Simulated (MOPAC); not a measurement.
Input for MOPAC: PM7 on GeSb, 2S+1 = 2, a spin state set in the input, which need not be the lowest, a point of a bond scan (R = 2.385 Å).

```
PM7 1SCF PRECISE CHARGE=0 UHF MS=0.5 THREADS=1
GeSb

Ge     0.00000000 1     0.00000000 1     0.00000000 1
Sb     0.00000000 1     0.00000000 1     2.38524000 1
```

Output:

```
*******************************************************************************
 **                                                                           **
 **                              MOPAC v23.2.5                                **
 **                                                                           **
 *******************************************************************************
 ** MOPAC's Digital Object Identifier: https://doi.org/10.5281/zenodo.6511958 **
 **                                                                           **
 ** Please cite the open-source release paper for use of this MOPAC version:  **
 ** J. E. Moussa and J. J. P. Stewart (2026)                                  **
 ** MOPAC: An open-source semiempirical molecular orbital program             **
 ** J. Open Source Softw., 11(119), 8025, https://doi.org/10.21105/joss.08025 **
 *******************************************************************************

                              PM7 CALCULATION RESULTS

 *******************************************************************************
 *  PM7        - The PM7 Hamiltonian to be used
 *  UHF        - UNRESTRICTED HARTREE-FOCK CALCULATION
 *
 *
 *
 *                 CHARGE ON SYSTEM = 0
 *
 *
 *
 *  MS=        - IN MECI, MAGNETIC COMPONENT OF SPIN =  0.5
 *  PRECISE    - TIGHTER CRITERIA TO BE USED
 *  1SCF       - DO 1 SCF AND THEN STOP
 *  THREADS=1  - MULTI-THREADING NOT USED
 *  T=         - A TIME OF 172800.0 SECONDS REQUESTED
 *  DUMP=N     - RESTART FILE WRITTEN EVERY 7200.0 SECONDS REQUESTED
 *******************************************************************************
PM7 1SCF PRECISE CHARGE=0 UHF MS=0.5 THREADS=1
 GeSb

   ATOM   CHEMICAL          X               Y               Z
  NUMBER   SYMBOL      (ANGSTROMS)     (ANGSTROMS)     (ANGSTROMS)

     1      Ge          0.00000000  *   0.00000000  *   0.00000000  *
     2      Sb          0.00000000  *   0.00000000  *   2.38524000  *



          CARTESIAN COORDINATES

    NO.       ATOM           X           Y           Z

     1        Ge          0.0000      0.0000      0.0000
     2        Sb          0.0000      0.0000      2.3852

 General Reference for PM7:
 "Optimization of Parameters for Semiempirical Methods VI: More Modifications to the
 NDDO Approximations and Re-optimization of Parameters", J. J. P. Stewart, J. Mol. Mod., 1:32, 19 (2013)
 https://link.springer.com/article/10.1007/s00894-012-1667-x

           Empirical Formula: Ge Sb  =     2 atoms



      MOLECULAR POINT GROUP   :   C*v


          UHF CALCULATION, NO. OF ALPHA ELECTRONS =    5
                           NO. OF BETA  ELECTRONS =    4

 -------------------------------------------------------------------------------
 PM7 1SCF PRECISE CHARGE=0 UHF MS=0.5 THREADS=1
 GeSb



     1SCF WAS SPECIFIED, SO BFGS WAS NOT USED
     SCF FIELD WAS ACHIEVED


                              PM7 CALCULATION
                                                       MOPAC v23.2.5 Linux




          FINAL HEAT OF FORMATION =        316.78990 KCAL/MOL =    1325.44894 KJ/MOL


          COSMO AREA              =        115.08 SQUARE ANGSTROMS
          COSMO VOLUME            =        108.92 CUBIC ANGSTROMS

          IONIZATION POTENTIAL    =          9.120178 EV
          ALPHA SOMO LUMO (EV)    =         -9.120 -1.676
          BETA  SOMO LUMO (EV)    =         -9.313 -2.091
          NO. OF ALPHA ELECTRONS  =          5
          NO. OF BETA  ELECTRONS  =          4
          MOLECULAR WEIGHT        =        194.3400         POINT GROUP:  C*v

          MOLECULAR DIMENSIONS (Angstroms)

            Atom       Atom       Distance
           Sb     2   Ge     1     2.38524
           Sb     2   Ge     1     0.00000
           Ge     1   Sb     2     0.00000


          SCF CALCULATIONS        =          1





   ATOM   CHEMICAL          X               Y               Z
  NUMBER   SYMBOL      (ANGSTROMS)     (ANGSTROMS)     (ANGSTROMS)

     1      Ge          0.00000000  *   0.00000000  *   0.00000000  *
     2      Sb          0.00000000  *   0.00000000  *   2.38524000  *

                             CARTESIAN COORDINATES

   1   Ge        0.000000000     0.000000000     0.000000000
   2   Sb        0.000000000     0.000000000     2.385240000


           Empirical Formula: Ge Sb  =     2 atoms



      MOLECULAR POINT GROUP   :   C*v


          ALPHA EIGENVALUES
 -31.87101 -14.67761  -9.41002  -9.12018  -9.12018  -1.67622  -1.67622   0.04683
  17.50370  17.50370  17.71836  17.71836  18.75596


           BETA EIGENVALUES
 -36.62091 -14.08450  -9.31304  -9.31304  -2.09073  -1.53624  -1.53624  -0.23884
  17.51355  17.51355  17.95817  17.95817  18.95288


              NET ATOMIC CHARGES AND DIPOLE CONTRIBUTIONS

  ATOM NO.   TYPE          CHARGE      No. of ELECS.   s-Pop       p-Pop       d-Pop
    1         Ge          -0.069947        4.0699     1.32960     2.74035
    2         Sb           0.069947        4.9301     1.97938     2.84912     0.10156
 DIPOLE           X         Y         Z       TOTAL
 POINT-CHG.     0.000     0.000     0.801     0.801
 HYBRID         0.000     0.000     1.728     1.728
 SUM            0.000     0.000     2.529     2.529


          ATOMIC ORBITAL ELECTRON POPULATIONS

     Atom    s        px        py        pz      x^2-y^2     xz        z^2       yz        xy
    1 Ge   1.32960   0.95061   0.95061   0.83912
    2 Sb   1.97938   1.03434   1.03434   0.78044   0.00000   0.01505   0.07146   0.01505   0.00000


                    (SZ)    =    0.500000
                    (S**2)  =    1.916542


          ATOMIC ORBITAL SPIN POPULATIONS

    Atom   Total    s     px     py     pz   x^2-y^2  xz     z^2    yz     xy
         Atomic
    1 Ge  2.4188  0.215  0.750  0.750  0.703
    2 Sb -1.4188  0.001 -0.762 -0.762  0.077  0.000  0.012  0.004  0.012  0.000

 **********************
 *                    *
 * JOB ENDED NORMALLY *
 *                    *
 **********************




 == MOPAC DONE ==
```

The run finished. Its determinant has ⟨S²⟩ = 1.92, a mixture of spin states.

Cost: very roughly 0.03 core-seconds.
